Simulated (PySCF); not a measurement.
## Relaxation of doublet HAs(OH)

All numbers come from UPBE0 in PySCF with As def2-TZVP, H def2-TZVP, O def2-TZVP; no relativity; density-fitted integrals. A (50,194) grid was used.

A hand-made bent (heavy-atom frame) start, with no symmetry imposed:

```xyz
4
charge 0 multiplicity 2, angstrom
As    0.2676   -0.0080   -0.2064
H     1.5209   -0.0080    0.6712
O    -1.2396   -0.0080    0.8489
H    -1.7451    0.7274    1.2028
```

Optimiser trace:
```
step  E − E(last) (kJ/mol)  largest gradient (Eh/bohr)
   0                 44.56                     0.02924
   1                 19.51                     0.01155
   2                 15.24                     0.00977
   3                 14.08                     0.00360
   4                 13.89                     0.00146
   5                 13.44                     0.01059
   6                 13.22                     0.01380
   7                 12.60                     0.01393
   8                 11.44                     0.01341
   9                  9.46                     0.01161
  10                  6.79                     0.01058
  11                  6.01                     0.02620
  12                  3.73                     0.01521
  13                  1.77                     0.00823
  14                  1.75                     0.00467
  15                  1.01                     0.00637
  16                  0.72                     0.00671
  17                  0.36                     0.00318
  18                  0.13                     0.00270
  19                  0.03                     0.00195
  20                  0.01                     0.00094
  21                  0.00                     0.00015
```

It ends at Cs with As–H 1.539 Å, As–O 1.789 Å, O–H 0.960 Å; As–O–H 112.1°, H–As–O 96.8° (after a last refinement on a finer grid). A frequency run shows a minimum.

Final geometry:
Z-matrix (Å, degrees; charge 0 multiplicity 2):
```
As
H  1 1.5391
O  1 1.7890 2 96.81
H  3 0.9604 1 112.08 2 0.00
```

The relaxation took 31 s on 4 threads of a shared Arm Neoverse V1 host, with 91 basis functions and 25 gradients; the process peaked at 0.6 GiB. Launch command: `OMP_NUM_THREADS=4 python axn.py task.json out`.
